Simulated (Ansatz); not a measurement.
`S[SiH2][GeH3]` + `[NH2][GeH3]` → `[GeH3][NH][GeH3]` + `[SiH3]S`  (cleavage of the Ge–Si bond)

Program: Ansatz. Geometries: PBE0-D4/def2-TZVP. ΔE: electronic, gas phase. CCSD(T)/CBS adds triple-zeta CCSD(T) − MP2 to the extrapolated MP2 energy (def2 sets, frozen cores). DFT in def2-TZVPP. B3LYP here is the variant with VWN-RPA as its local correlation; programs differ in this. For Ge outer-core shells are correlated without core-valence functions, which leaves a few kJ/mol of doubt a bond. Scalar relativity is left out up to krypton. One conformer a species, not always the lowest.

(1) Is it downhill or uphill in electronic energy at CCSD(T)/CBS, and by how much? (Estimate.)

(2) What do these levels give: B97M-V, PBE0-D4, B3LYP-D4, r2SCANh-D4, CAM-B3LYP-D4, B2PLYP, PBE, revPBE, r2SCAN, r2SCAN0, MP2/def2-TZVPP, SCS-MP2/def2-TZVPP? (Estimate.)

Largest T1 diagnostic among the species: 0.012.

## Answers

(1) Ansatz gave: Uphill: ΔE = +2.6 kcal/mol.

(2) The calculation gave: B97M-V 3.6, PBE0-D4 5.6, B3LYP-D4 3.5, r2SCANh-D4 4.4, CAM-B3LYP-D4 2.3, B2PLYP 2.1, PBE 6.7, revPBE 6.8, r2SCAN 4.6, r2SCAN0 4.1, MP2/def2-TZVPP 0.6, SCS-MP2/def2-TZVPP -0.5 kcal/mol.

From BLYP to BHLYP (50 % exact exchange), in def2-TZVPP and without D4, ΔE moves by −2.5 kcal/mol. At CCSD(T), def2-SVP lies −2.9 kcal/mol from the extrapolated value and def2-TZVPP −1.1 kcal/mol.
